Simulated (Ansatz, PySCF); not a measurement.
VOF2, SMILES [O]=[V]([F])[F] (connectivity only; charge and spin as stated), neutral, multiplicity 2. Atoms are numbered in the order given.

```xyz
4

V     -0.1677     0.0000     0.0700
O      0.0570     0.0000     1.5998
F      0.0554     1.5166    -0.7358
F      0.0554    -1.5166    -0.7358
```
Charge 0, spin multiplicity 2.

Geometry: PBE0-D3(BJ)/def2-SVP. The multiplicity is an assumed one; other spin states were not compared. The isomer is the one that the SMILES or the coordinates give; other isomers of the formula were not compared.

Two levels are set side by side: PBE-D3(BJ)/def2-SVP (Ansatz, a quantum-chemistry and plane-wave program) and PBE0-D3(BJ)/def2-SVP (Ansatz). Each level has its own optimised geometry; the coordinates shown are those of the second. Frequencies come from the Hessian of PySCF at each geometry. Differences are taken from unrounded values.

```csv
quantity,PBE0-D3(BJ)
mean bond length (Å),1.670
bond V1–O2 (Å),1.546
bond V1–F3 (Å),1.732
bond V1–F4 (Å),1.732
highest harmonic wavenumber (cm⁻¹),1168
mean harmonic wavenumber (cm⁻¹),547
zero-point energy (kcal/mol),4.69
```

Q: What does PBE-D3(BJ) give, and how far is it from PBE0-D3(BJ)? (The exact figures need the calculation; the answer reports its results.)

A: 
```tsv
quantity	PBE-D3(BJ)	PBE-D3(BJ) minus PBE0-D3(BJ)
mean bond length (Å)	1.683	0.013
bond V1–O2 (Å)	1.571	0.025
bond V1–F3 (Å)	1.739	0.007
bond V1–F4 (Å)	1.739	0.007
highest harmonic wavenumber (cm⁻¹)	1101	-67
mean harmonic wavenumber (cm⁻¹)	533	-14
zero-point energy (kcal/mol)	4.57	-0.12
```

Exact exchange shortens and stiffens bonds; PBE has none. Differences between two approximate levels are no errors against the true value.
